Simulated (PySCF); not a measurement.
Geometries of 2 isomers of C4H9AlCl2, from PBE0-D3(BJ)/def2-SVP geometry optimisation, gas phase (PySCF 2.14.0). One conformer each, no zero-point energy, no frequencies.

Task: Which isomer lies lower at this level?
A.
```xyz
16
angstrom
Al     0.952    1.470    1.191
Cl     3.055    1.444    1.245
Cl     0.081    3.381    1.060
C     -0.093   -0.173    1.283
C     -0.449   -0.740   -0.103
C      0.804   -1.027   -0.922
C     -1.394    0.185   -0.860
H     -1.011    0.018    1.866
H      0.499   -0.909    1.854
H     -0.974   -1.700    0.052
H      1.359   -0.095   -1.143
H      0.559   -1.491   -1.889
H      1.497   -1.696   -0.388
H     -0.923    1.165   -1.059
H     -2.315    0.379   -0.289
H     -1.682   -0.244   -1.832
```
B.
```xyz
16
angstrom
Al     0.947    1.655   -0.037
Cl     3.035    1.820    0.145
Cl    -0.122    3.451   -0.264
C     -0.007   -0.062    0.001
C     -0.799   -0.125    1.313
C      0.973   -1.232   -0.081
C     -0.977   -0.091   -1.185
H     -1.394   -1.057    1.354
H     -0.142   -0.126    2.200
H     -1.506    0.715    1.416
H      1.687   -1.238    0.757
H      1.561   -1.219   -1.013
H      0.423   -2.192   -0.054
H     -0.453   -0.073   -2.155
H     -1.681    0.757   -1.168
H     -1.580   -1.019   -1.161
```

Result: A. That is `CC(C)[CH2][Al]([Cl])[Cl]` (AlCl2(iBu)), 4.0 kcal/mol below the other.

```
                  SMILES  atoms numbered as above       E (Eh)  relative (kcal/mol)  relative (kJ/mol)  dipole (D)
CC(C)[CH2][Al]([Cl])[Cl]                        –  -1319.75953                  0.0                0.0        2.65
C[C](C)(C)[Al]([Cl])[Cl]                        –  -1319.75308                  4.0               16.9        2.19
```
